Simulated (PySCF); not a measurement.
(1Z)-1-chloro-2-fluorobuta-1,3-diene (C4H4ClF), SMILES C=C/C(F)=C/Cl.

Coordinates come from a B3LYP-D3(BJ)/def2-SVP optimisation. The values are those of a single conformer.

Two levels are set side by side: TDA-PBE/def2-SVPD (PySCF) and TDA-ωB97X/def2-SVPD (PySCF). Vertical, same geometry. The lowest singlet is HOMO→LUMO 69 %, HOMO−2→LUMO 16 % with PBE and HOMO→LUMO 95 % with the other functional; states are paired by order. Differences are taken from unrounded values.

```json
[
 {"quantity": "lowest singlet excitation (eV)", "TDA-ωB97X": "6.05"},
 {"quantity": "lowest triplet excitation (TDA) (eV)", "TDA-ωB97X": "3.13"},
 {"quantity": "first bright state (f over 0.05) (eV)", "TDA-ωB97X": "6.05"},
 {"quantity": "its oscillator strength", "TDA-ωB97X": "1.09"}
]
```

Task: What does TDA-PBE give, and how far is it from TDA-ωB97X? (The exact figures need the calculation; the answer reports its results.)

Result: 
| quantity | TDA-PBE | TDA-PBE minus TDA-ωB97X |
|---|---|---|
| lowest singlet excitation (eV) | 5.33 | -0.72 |
| lowest triplet excitation (TDA) (eV) | 2.97 | -0.16 |
| first bright state (f over 0.05) (eV) | 5.33 | -0.72 |
| its oscillator strength | 0.64 | -0.45 |

A lower first singlet is the usual sign of a functional without exact exchange. Differences between two approximate levels are no errors against the true value.

Rough cost on one machine, each run with all the roots and properties that it gave: TDA-ωB97X against TDA-PBE about 3 times.
